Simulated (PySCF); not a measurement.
**Ionisation energy of Eu⁴⁸⁺ by level of theory**

Eu⁴⁸⁺ [Ne] 3s2 3p3 (4S) → Eu⁴⁹⁺ [Ne] 3s2 3p2 (3P), as a difference of total energies. All numbers are calculated (PySCF 2.14, the spin-free X2C one-electron Hamiltonian (Gaussian nucleus), in an uncontracted even-tempered set (17 s from 11 bohr⁻², ratio 2.5; 12 p from 14 bohr⁻², ratio 2.5; 4 d from 56 bohr⁻², ratio 2.7; 4 f from 84 bohr⁻², ratio 2.7)). Correlated levels: outer shells: 1s2 frozen; virtual orbitals above 40 to 60 times the deepest correlated orbital energy dropped. The calculations carry no spin-orbit coupling.

| method | ionisation energy (eV) |
| --- | --- |
| UHF | 4199.6 |
| MP2 (outer shells) | 4200.2 |
| SCS-MP2 (outer shells) | 4199.9 |
| CCSD (outer shells) | 4200.0 |
| CCSD(T) (outer shells) | 4200.0 |

Spin-orbit coupling is strong in these open shells (close to jj coupling). The scalar numbers leave it out and a first-order estimate fails, so it can dominate the gap to the real levels.

The ground level that NIST lists for one species does not belong to the high-spin term computed here, so part of any gap is the choice of state.

Breit and QED terms and the two-electron picture change are absent.

For comparison: 4131 ± 4 eV (theoretical estimate listed by NIST; NIST Atomic Spectra Database, ionization energies).
